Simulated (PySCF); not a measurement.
J couplings in CH$_{9}$BGe$_{2}$O$_{2}$

Geometry:
| atom | x (Å) | y (Å) | z (Å) |
| --- | --- | --- | --- |
| O1 | -2.310 | 0.897 | 0.501 |
| B2 | -2.184 | -0.456 | 0.595 |
| O3 | -2.996 | -1.251 | 1.338 |
| Ge4 | -0.627 | -1.306 | -0.483 |
| C5 | 0.812 | 0.021 | -0.663 |
| Ge6 | 1.634 | 0.493 | 1.043 |
| H7 | -3.025 | 1.284 | 1.020 |
| H8 | -3.703 | -0.793 | 1.810 |
| H9 | -0.067 | -2.569 | 0.207 |
| H10 | -1.092 | -1.733 | -1.895 |
| H11 | 1.590 | -0.345 | -1.350 |
| H12 | 0.373 | 0.931 | -1.103 |
| H13 | 0.558 | 0.973 | 2.038 |
| H14 | 2.337 | -0.737 | 1.653 |
| H15 | 2.678 | 1.617 | 0.873 |

Couplings: B3LYP/pcJ-1 (pcSseg-1 on Ge) (spin–dipole term only in couplings to heteroatoms) in PySCF, geometry PBE0-D3(BJ)/def2-SVP; gas phase, one conformer, non-relativistic. Couplings are averaged over pairs made equivalent by symmetry, fast rotation or ring inversion, so a value needn't be that of the named pair in this geometry, while other rotamers aren't included; one pair stands for each set, and the list holds those of at least 0.8 Hz over up to four bonds, among pairs with at least one B or C or H atom (others weren't computed).

Isotopes: 13C, 1H, 17O, 11B. Couplings to quadrupolar nuclei such as 17O and 33S are rarely resolved in practice.

```tsv
pair	bonds	J (Hz)
O1, B2	1	7.8
O1, H7	1	-74.8
C5, H11	1	?
B2, C5	2	4.7
B2, H7	2	-5.9
B2, H9	2	?
C5, H9	2	5.8
C5, H13	2	7.3
H9, H10	2	4.5
H11, H12	2	?
H13, H14	2	10.2
O1, C5	3	-1.4
O1, H8	3	-4.1
O1, H9	3	?
B2, H11	3	?
H9, H12	3	6.5
H11, H13	3	3.7
```

Q: Estimate the withheld couplings, with signs.

A: 
- 1J(C5,H11) = 138.2 Hz (bond length 1.101 Å, sp3 carbon)
- 2J(B2,H9) = 9.8 Hz (angle at Ge4 112°)
- 2J(H11,H12) = -12.1 Hz (angle at C5 108°)
- 3J(O1,H9) = -2.6 Hz (mean over equivalent pairs that range from -8.5 to 1.3 Hz in this conformer)
- 3J(B2,H11) = 3.5 Hz (mean over equivalent pairs that range from 0.4 to 6.6 Hz in this conformer)

Relativistic effects of the heavier atoms present are left out.
